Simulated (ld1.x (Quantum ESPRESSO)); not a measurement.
**What one change does to a pseudopotential (silver, PAW)**

silver, PAW, made with ld1.x (Quantum ESPRESSO) 7.5 (BP86, scalar-relativistic). Core [Kr], reference 4d10 5s1 5p0. Waves: 5s (bound): rcut 1.95, rcutus 2.20 bohr; 5s channel at 0.25 Ry: rcut 1.95, rcutus 2.20 bohr; 5p (bound, empty): rcut 3.50, rcutus 4.50 bohr; 5p channel at 1.4 Ry: rcut 3.50, rcutus 4.50 bohr; 4d (bound): rcut 1.40, rcutus 1.80 bohr; 4d channel at -0.1 Ry: rcut 1.40, rcutus 1.80 bohr. Local part: all-electron potential smoothed inside 1.70 bohr (lloc = -2). Core correction: Bessel-smoothed model core inside 1.45 bohr. Augmentation charge: GAUSS, radius 1.10 bohr.

Change: waves 5s (bound): rcut 1.95, rcutus 2.28 bohr; 5s channel at 0.25 Ry: rcut 1.95, rcutus 2.28 bohr.

Cutoffs: the cutoffs (Ry, on a coarse ladder) from which the occupation-weighted sum of valence levels, in a spherical-Bessel basis at the reference potential, stays within 10 and 1 mRy of its value at 400 Ry; they do not see the model core or the augmentation charge, which bear on the density cutoff. Errors are all-electron minus pseudo energies relative to the spin-unpolarised reference configuration.

Predict the effect on cutoff, ghosts and configuration errors.

The potential gets neither clearly harder nor softer (35 Ry and 55 Ry → 35 Ry and 55 Ry); the errors of the 7 common tests hardly move; neither file shows a bound ghost.

```csv
quantity,base,changed
"cutoff, loose",35 Ry,35 Ry
"cutoff, tight",55 Ry,55 Ry
bound ghosts,none,none
"error for 4d10 5s0 5p0, meV [ΔE 7.90 eV]",-3.9,-3.9
"error for 4d9 5s0 5p0, meV [ΔE 30.12 eV]",-51,-51
"error for 4d8 5s0 5p0, meV [ΔE 66.40 eV]",-319,-319
"error for 4d9 5s2 5p0, meV [ΔE 4.01 eV]",-41,-40
"error for 4d10 5s0 5p1, meV [ΔE 3.93 eV]",+0.9,+0.8
"error for 4d9 5s1 5p0, meV [ΔE 13.29 eV]",-41,-41
"error for 4d10 5s0.5 5p0, meV [ΔE 3.10 eV]",-1.2,-1.1
s: phases at 4.92 bohr within 0.05 rad from the reference energy up to (Ry; the scan ends near 5),1.6,2.2
p: phases at 4.92 bohr within 0.05 rad from the reference energy up to (Ry; the scan ends near 5),2.4,2.4
d: phases at 4.92 bohr within 0.05 rad from the reference energy up to (Ry; the scan ends near 5),to the end of the scan,to the end of the scan
lowest overlap eigenvalue by channel,"s 0.47, p 0.92, d 0.96","s 0.44, p 0.92, d 0.96"
```
